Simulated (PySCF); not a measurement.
C4H5, SMILES [CH2]C#CC, multiplicity 2.

Geometry optimised at ωB97X-D3(BJ)/def2-SVP.

Method: ωB97X-D3(BJ)/def2-SVP in PySCF.

Frequencies are harmonic and unscaled.

| mode | ν (cm⁻¹) | IR (km/mol) | moving atoms (share of kinetic energy) |
|---|---|---|---|
| 1 | 3 | 0.0 | H 100 % |
| 2 | 193 | 8.1 | C 74 %, H 26 % |
| 3 | 209 | 8.3 | C 68 %, H 32 % |
| 4 | 407 | 0.1 | C 78 %, H 22 % |
| 5 | 443 | 0.6 | C 87 %, H 13 % |
| 6 | 667 | 50.4 | H 70 %, C 30 % |
| 7 | 785 | 0.3 | C 79 %, H 21 % |
| 8 | 1018 | 0.1 | H 67 %, C 33 % |
| 9 | 1022 | 3.1 | H 71 %, C 29 % |
| 10 | 1041 | 1.9 | H 69 %, C 31 % |
| 11 | 1256 | 1.1 | C 65 %, H 35 % |
| 12 | 1404 | 3.4 | H 75 %, C 25 % |
| 13 | 1455 | 8.7 | H 97 % |
| 14 | 1455 | 9.0 | H 97 % |
| 15 | 1459 | 0.2 | H 66 %, C 34 % |
| 16 | 2178 | 27.1 | C 100 % |
| 17 | 3059 | 21.1 | H 97 % |
| 18 | 3147 | 4.4 | H 91 %, C 9 % |
| 19 | 3161 | 4.2 | H 90 %, C 10 % |
| 20 | 3174 | 4.9 | H 95 % |
| 21 | 3282 | 0.4 | H 89 %, C 11 % |
